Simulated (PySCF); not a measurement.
## Electric field gradients and quadrupole coupling constants

Compound: C₅H₄F₄O₂.
Z-matrix (Å and degrees, GFN2-xTB geometry), rows numbered from 1:
```
F 
C   1  1.3921
C   2  1.5038  1  108.68
C   3  1.3253  2  106.67  1   105.26
O   4  1.3776  3  131.75  2  -177.64
C   5  1.3309  4  117.53  3     2.20
F   6  1.3233  5  108.90  4   179.79
F   6  1.3404  5  113.35  4   -60.85
F   6  1.3379  5  113.64  4    60.10
C   4  1.5039  3  110.60  2     2.81
O   2  1.3800  1  109.85  3   116.05
H   2  1.0961  1  105.04  3  -125.19
H   3  1.0715  2  122.56  1   -70.24
H  10  1.0974  4  111.01  3  -111.53
H  10  1.0927  4  113.02  3   125.32
```

Field gradients from the PBE0/pcSseg-1 density (PySCF, non-relativistic), principal values in atomic units, ordered |Vxx| ≤ |Vyy| ≤ |Vzz|:

```
atom      Vxx      Vyy     Vzz
  O5  -0.3100  -1.5915  1.9015
 O11  -0.0931  -1.8852  1.9783
```

**Question.** Find the asymmetry η = (Vxx − Vyy)/Vzz and the couplings χ = eQV/h (234.96 MHz × Q in barn × V in au), with Q(17O) = −0.0256 b.

**Answer.** 
| atom | environment | nucleus | η | χzz (MHz) | χxx (MHz) | χyy (MHz) |
| --- | --- | --- | --- | --- | --- | --- |
| O5 | ether oxygen | 17O | 0.67 | -11.44 | 1.86 | 9.57 |
| O11 | cyclic ether oxygen | 17O | 0.91 | -11.90 | 0.56 | 11.34 |

At O11 η is above 0.9: Vyy and Vzz are nearly equal in size and opposite in sign, so a small change could swap them and flip the sign of χzz. 

**Question.** What is Vzz at O5 in SI units (1 au = 9.71736 × 10²¹ V/m²)?

**Answer.** 1.9015 au = 18.477 × 10²¹ V/m².

**Question.** What couplings would deuterons (Q(2H) = 0.00286 b) have in place of the hydrogens, at this geometry?

**Answer.** 
```tsv
atom	bonded to	bond length (Å)	Vzz (au)	η	χzz (kHz)
H12	C2	1.096	0.2795	0.02	188
H13	C3	1.071	0.3430	0.08	230
H14	C10	1.097	0.2841	0.05	191
H15	C10	1.093	0.2930	0.05	197
```

Geometry: GFN2-xTB, one conformer, isolated molecule. GFN2-xTB bond lengths can be off by several hundredths of an ångström, more for odd bonds, and the gradients follow them. A larger basis could move these couplings by a tenth or more.
